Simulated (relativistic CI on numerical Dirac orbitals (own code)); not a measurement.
**Ni³⁺ in a cubic cluster: 2p photoemission with charge transfer**

Computed with a charge-transfer multiplet model of a cubic metal-ligand cluster with up to 2 ligand holes, Slater and spin-orbit integrals from Dirac-Coulomb-Breit ions, Slater integrals scaled by 0.9. The ground state mixes d7 with configurations of k ligand holes L, whose averages lie at kΔ + k(k − 1)U_dd/2; a core hole lowers each added d electron by U_cd. 300 K, Lorentzian 0.6 eV and Gaussian 0.8 eV FWHM.

Atomic integrals in eV (Slater integrals scaled, ζ unscaled), ground: F2dd 11.900, F4dd 7.429, zeta_d 0.089; with the core hole: F2dd 13.428, F4dd 8.428, zeta_d 0.124, zeta_core 11.400, F2cd 8.116, G1cd 6.273, G3cd 3.570.

Cluster parameters (eV): Δ = 2.7, U_cd = 9, 10Dq = 1.75, 10Dq(ligand) = 1.2, V(eg) = 2.5, V(t2g) = -1.24, final-state hopping factor = 1.

| Case | n_d | d7 | d8L | d9L2 | S |
| --- | --- | --- | --- | --- | --- |
| U_dd = 5.7 eV | 7.52 | 0.53 | 0.43 | 0.04 | 0.56 |
| U_dd = 7.1 eV | 7.50 | 0.54 | 0.43 | 0.04 | 0.57 |
| U_dd = 7.8 eV | 7.49 | 0.54 | 0.42 | 0.03 | 0.57 |
| U_dd = 8.5 eV | 7.48 | 0.55 | 0.42 | 0.03 | 0.58 |
| U_dd = 9.2 eV | 7.47 | 0.55 | 0.42 | 0.03 | 0.58 |

Weights, n_d and S are thermal averages at 300 K. Binding energies count from the first peak over 30 % of the highest in each spectrum, which can be another peak from case to case. The parameters are a model scan and need not match a compound or its usual spin state. Peaks in eV (height, largest 100):
- U_dd = 5.7 eV: 0.0 (100), 5.4 (10), 8.3 (25), 10.9 (18), 18.0 (49), 20.1 (14), 28.0 (16)
- U_dd = 7.1 eV: 0.0 (100), 5.5 (10), 8.8 (26), 11.5 (15), 18.0 (48), 20.2 (14), 28.2 (15)
- U_dd = 7.8 eV: 0.0 (100), 5.5 (10), 9.1 (27), 11.9 (14), 18.0 (48), 20.2 (15), 28.4 (15)
- U_dd = 8.5 eV: 0.0 (100), 5.5 (10), 9.4 (27), 12.4 (14), 18.1 (48), 20.2 (16), 28.7 (14)
- U_dd = 9.2 eV: 0.0 (100), 9.6 (27), 12.7 (13), 18.1 (48), 20.1 (16), 28.9 (13)

Curve for U_dd = 8.5 eV (points under 2 left out, the grid thinned):

(E (eV), Intensity): (-3.1, 2.1), (-2.3, 3.8), (-1.4, 11.2), (-0.6, 56.2), (0.2, 96.4), (1.0, 47.6), (1.9, 26.2), (2.7, 14.2), (3.5, 13.3), (4.3, 12.0), (5.2, 10.1), (6.0, 9.5), (6.8, 6.6), (7.7, 5.6), (8.5, 11.7), (9.3, 26.7), (10.1, 19.0), (11.0, 10.8), (11.8, 11.9), (12.6, 13.5), (13.4, 10.6), (14.3, 8.4), (15.1, 6.4), (15.9, 6.7), (16.8, 11.8), (17.6, 37.8), (18.4, 45.4), (19.2, 24.3), (20.1, 15.6), (20.9, 11.3), (21.7, 5.7), (22.5, 4.5), (23.4, 2.6), (25.9, 2.4), (26.7, 6.7), (27.6, 9.5), (28.4, 13.1), (29.2, 11.8), (30.0, 5.0), (30.9, 2.6), (31.7, 2.4), (32.5, 3.4), (33.3, 3.7), (34.2, 3.1), (35.0, 2.1)

For the case U_dd = 7.1 eV, Δ = 2.7 eV is smaller than U_dd = 7.1 eV, the charge-transfer side of the Zaanen-Sawatzky-Allen scheme. With the core hole the average of the configuration with one ligand hole lies at Δ − U_cd = -6.3 eV before mixing: it lies below the unscreened one, so the lowest final states are mostly screened and the unscreened weight appears at higher binding energy as a satellite.

With at most 2 ligand holes the space is cut while the next configuration still counts, so covalency is underestimated, and a final configuration with one more ligand hole, which can lie low, is missing from the spectra.
